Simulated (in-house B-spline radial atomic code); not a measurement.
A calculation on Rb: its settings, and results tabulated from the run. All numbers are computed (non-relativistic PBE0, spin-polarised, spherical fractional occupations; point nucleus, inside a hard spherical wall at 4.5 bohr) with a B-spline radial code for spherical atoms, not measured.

Command:
```bash
python run_scf.py task.json out
```
Settings:
```
Z                37
configuration    [Ar] 3d10 4s2 4p5 5s1 5f1
hamiltonian      nr
method           pbe0
spin_polarised   True
wall_radius      4.5
```

Output (hartree, bohr):
```
 radial grid: 43 intervals, B-splines of order 8, outer radius 4.5 bohr

 iter        energy (Eh)    residual
    1       -2936.347044    4.66e-01
    2       -2936.774551    1.31e-01
    3       -2937.036511    2.07e-02
    4       -2937.039622    7.47e-03
    5       -2937.039766    1.29e-03
    6       -2937.039780    5.10e-04
    7       -2937.039784    2.35e-05
    8       -2937.039784    4.43e-06
    9       -2937.039784    2.33e-07

 total energy                     -2937.03978
 kinetic                            2940.4039
 electron-nucleus                  -7020.4969
 Hartree                            1242.3626
 exact exchange                      -24.3662
 exchange-correlation                -74.9431

 orbital      occ     eigenvalue          <r>       <r^2>       <1/r>     <1/r^2>       r_max
 1s up      1.000      -544.1567     0.041285  0.00228207     36.4941     2676.24     0.02728
 1s down    1.000      -544.1504    0.0412849  0.00228205     36.4942     2676.25     0.02728
 2s up      1.000       -72.2458      0.18211    0.039025     8.14027     270.171      0.1535
 2s down    1.000       -72.2414      0.18211   0.0390245      8.1401     270.155      0.1535
 2p up      3.000       -65.5337     0.156916   0.0300573     8.11541     89.6294      0.1214
 2p down    3.000       -65.5282      0.15692   0.0300586     8.11516     89.6241      0.1214
 3s up      1.000       -10.8843     0.520661    0.311069     2.73133     45.7893      0.4605
 3s down    1.000       -10.8727     0.520595    0.310917     2.73102     45.7684      0.4606
 3p up      3.000        -8.4437     0.522749    0.319005      2.6233     14.8319      0.4507
 3p down    3.000        -8.4320     0.522559     0.31867     2.62361     14.8329      0.4508
 3d up      5.000        -4.0512     0.523122    0.334623     2.39412     7.40054      0.3933
 3d down    5.000        -4.0408     0.521997    0.332777     2.39711     7.41478      0.3932
 4s up      1.000        -1.1863      1.47768      2.4809    0.897658     6.07215       1.285
 4s down    1.000        -1.0959      1.48251     2.50036    0.895713     6.05287       1.285
 4p up      3.000        -0.5923      1.69636     3.28864    0.771106     1.70063       1.433
 4p down    2.000        -0.4836      1.70678     3.33178    0.766697     1.68171       1.437
 5s up      1.000         0.2697      2.77802     8.44342    0.476214     2.11023       3.038
 5f up      1.000         1.8552      2.42352     6.93524    0.507208    0.321325       1.721
```

Time taken, with all properties: 0.14 s on 1 thread of Arm Neoverse V1 (shared host).

Caution: exact exchange at fractional occupations of open shells leaves self-interaction of up to several eV.
